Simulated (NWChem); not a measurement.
CdSiH₃OCl; SMILES [SiH3][O][Cd][Cl]

```xyz
7

Cd     0.1257    -0.3904     0.0005
Cl    -0.2459    -2.6290    -0.0006
O      0.5365     1.5217    -0.0014
Si    -0.3132     2.9331    -0.0001
H     -1.2109     3.0501    -1.1981
H      0.6406     4.0837    -0.0145
H     -1.1881     3.0613     1.2135
```
Atoms are numbered in this order, from 1.

Computed with NWChem. The geometry was optimised at PBE0/def2-SVP. Not confirmed as a minimum by frequencies. def2 effective core potentials on Cd; no spin-orbit coupling. Ions are spin-unrestricted doublets at the neutral geometry; other ion states weren't tried.

For level PBE/def2-SVP:

- vertical ionisation energy, ΔSCF (eV) = 9.59
- −ε(HOMO) (eV) = 6.70

Q: How do the values read with level CAM-B3LYP/def2-SVP instead?

A: The vertical ionisation energy, ΔSCF (eV) is 10.39 and the −ε(HOMO) (eV) is 9.53.
